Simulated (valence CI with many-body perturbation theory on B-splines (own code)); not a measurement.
Pt VIII: key properties

Method: configuration interaction combined with many-body perturbation theory (CI+MBPT): three valence electrons over a frozen Dirac-Fock core [Xe] 4f14, radial functions for each j: 9 s, 9 p, 10 d, 8 f, 5 g, 3 h, 1 i, with the one-electron correlation potential Σ1 (screened to all orders), the two-electron term Σ2, the three-electron term Σ3, Breit, model QED; selected single and double excitations, second order for the rest, scaled by the run's own slope (own B-spline code, finite nucleus).

No measured spectrum was set against this ion. As an estimate, terms of the open shell hold to 2 to 4 % of their energy, and close levels can change places; different configurations can be misplaced against each other by 1,000 to 8,000 cm⁻¹. Core correlation moves these levels by up to 16000 cm⁻¹, and in measured spectra 5 to 20 % of such shifts remained as error; rates that hang on mixing are uncertain with them. The list stops below the first excitations out of the core.

Names give the largest LS component (configuration and term), which can be under half, so a name can repeat, a term be missing and a line seem to break the LS rules; names also repeat where a configuration has a term twice.

Rates and lifetimes use the calculated energies. Strong lines usually hold to 10 to 20 %, long lifetimes can be off by a factor of two.

Task: What is the ground level?

Result: 5d3 4F_3/2, composition 77 % 5d3 4F + 19 % 5d3 2D + 3 % 5d3 2P, g = 0.518.

Task: Name the longest-lived excited levels whose lifetime is computed, and their main decay.

Result: 5d3 4F_9/2 at 2.543 eV lives 1.51 s, mostly by M1 to 5d3 4F_7/2; 5d3 4F_7/2 at 2.107 eV lives 95.2 ms, mostly by M1 to 5d3 4F_5/2; 5d3 4P_1/2 at 2.795 eV lives 75.3 ms, mostly by M1 to 5d3 4F_3/2.

Task: Where does the other parity begin?

Result: At 5d2.6p 4G°_5/2, 33.450 eV.

Task: Among levels below 39.955 eV, which E1 lines absorb most strongly from the ground level?

Result: to 5d2.6p 4F°_3/2 at 36.27 nm, f = 0.270; to 5d2.6p 4D°_1/2 at 34.51 nm, f = 0.120; to 5d2.6p 4G°_5/2 at 37.07 nm, f = 0.0654.

Task: How well does LS coupling describe the low levels?

Result: Among the lowest 20 levels the leading LS term, summed over configurations, holds 74 % on average. For single configurations the figures are 74 % in LS and 80 % in jj coupling. Terms mix most in the J = 9/2 level at 2.543 eV, where the leading one holds 42 %.
